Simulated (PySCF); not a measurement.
Spectra and structures to be paired. Level of theory: TDDFT CAM-B3LYP/def2-SVPD, vertical, gas phase, core orbitals frozen in the response (PySCF). Geometries: PBE0-D3(BJ)/def2-SVP; one conformer of each isolated species. Triplets are in the Tamm–Dancoff approximation. Relativistic effects are left out although some hold elements past zinc.

A. `O=C1C=CC(Cl)=CC1=O`
B. `C1[CH2][GeH2][C@@H](C#C)C=1`
C. `C=CC(=O)Cl`
D. `c1c[se]cn1`
E. `C=CC1=[CH][GeH2][CH]=C1`

Lowest singlet levels (six at most, fewer where fewer were computed) with oscillator strengths:

1. 2.15 eV (f 0.000); 3.34 eV (f 0.045); 3.49 eV (f 0.000); 5.37 eV (f 0.210); 5.47 eV (f 0.000); 5.78 eV (f 0.000); T1 1.69 eV
2. 6.09 eV (f 0.010); 6.46 eV (f 0.017); 6.59 eV (f 0.024); 6.79 eV (f 0.009); 6.83 eV (f 0.021); 6.97 eV (f 0.030); T1 4.33 eV
3. 4.54 eV (f 0.000); 5.97 eV (f 0.003); 6.09 eV (f 0.341); 6.37 eV (f 0.028); 7.43 eV (f 0.000); 7.98 eV (f 0.026); T1 3.62 eV
4. 4.40 eV (f 0.087); 5.68 eV (f 0.001); 5.69 eV (f 0.006); 6.04 eV (f 0.820); 6.17 eV (f 0.010); 6.32 eV (f 0.002); T1 2.56 eV
5. 5.14 eV (f 0.000); 5.40 eV (f 0.071); 5.45 eV (f 0.001); 6.02 eV (f 0.053); 6.22 eV (f 0.001); 6.85 eV (f 0.062); T1 3.65 eV

Problem. Which spectrum belongs to which structure?

Solution. 1 = A, 2 = B, 3 = C, 4 = E, 5 = D.
- A: S1 at 2.15 eV, HOMO→LUMO (95%); Löwdin shares by element: HOMO oxygen 59%, carbon 24% or more (atoms not listed hold the other 17%); LUMO oxygen 30%, carbon 24% or more (atoms not listed hold the other 46%); HOMO -9.18 and LUMO -2.98 eV; point group Cs, 4 of its 6 listed states under f = 0.0005.
- B: S1 at 6.09 eV, HOMO→LUMO+1 (21%), HOMO→LUMO (19%), HOMO→LUMO+4 (15%); Löwdin shares by element: HOMO carbon 62% or more, germanium 8% (atoms not listed hold the other 30%); LUMO germanium 35%, carbon 15% or more, hydrogen 8% or more (atoms not listed hold the other 42%); HOMO -8.36 and LUMO 1.03 eV.
- C: S1 at 4.54 eV, HOMO→LUMO (91%); Löwdin shares by element: HOMO oxygen 54%, chlorine 29%, carbon 14% or more; LUMO carbon 66%, oxygen 18% (atoms not listed hold the other 16%); HOMO -10.14 and LUMO -1.32 eV; point group Cs, 2 of its 6 listed states under f = 0.0005.
- D: S1 at 5.14 eV, HOMO-1→LUMO (97%); Löwdin shares by element: HOMO carbon 62%, selenium 27%; LUMO carbon 43% or more, selenium 24%, nitrogen 16% (atoms not listed hold the other 17%); HOMO -8.48 and LUMO -0.01 eV; point group Cs, 1 of its 6 listed states under f = 0.0005.
- E: S1 at 4.40 eV, HOMO→LUMO (92%); Löwdin shares by element: HOMO carbon 71% or more (atoms not listed hold the other 29%); LUMO carbon 61% or more (atoms not listed hold the other 39%); HOMO -7.73 and LUMO -0.54 eV.
C and E have S1 within 0.14 eV of each other; their strongest listed levels stand at 6.09 eV (f 0.341) and 6.04 eV (f 0.820).
